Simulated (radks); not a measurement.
Q: All-electron atom: As2+ in [Ar] 3d10 4s1 4p2 (not the ground configuration). Calculated with a radial shooting solver on a logarithmic mesh with Libxc functionals: Dirac Kohn-Sham, BLYP, spin-unpolarised, spherical densities, point nucleus; open shells fill j = l - 1/2 first. Some entries of the table are withheld. Estimate them.

orbital,occ.,eigenvalue (eV),<1/r> (bohr^-1)
1s1/2,2,-11741.91,(1)
2s1/2,2,-1509.233,7.416
2p1/2,2,-1351.125,(2)
2p3/2,4,-1314.528,(3)
3s1/2,2,-212.7111,2.395
3p1/2,2,-159.6025,2.272
3p3/2,4,-154.5650,2.220
3d3/2,4,-63.6566,1.922
3d5/2,6,-62.9229,1.908
4s1/2,1,-34.2276,0.7364
4p1/2,2,(4),(5)
4p3/2,0,(6),(7)

A: 
(1) 1s1/2 <1/r> (bohr^-1): 33.47
(2) 2p1/2 <1/r> (bohr^-1): 7.381
(3) 2p3/2 <1/r> (bohr^-1): 7.166
(4) 4p1/2 eigenvalue (eV): -23.5761
(5) 4p1/2 <1/r> (bohr^-1): 0.6193
(6) 4p3/2 eigenvalue (eV): -23.1591
(7) 4p3/2 <1/r> (bohr^-1): 0.6093
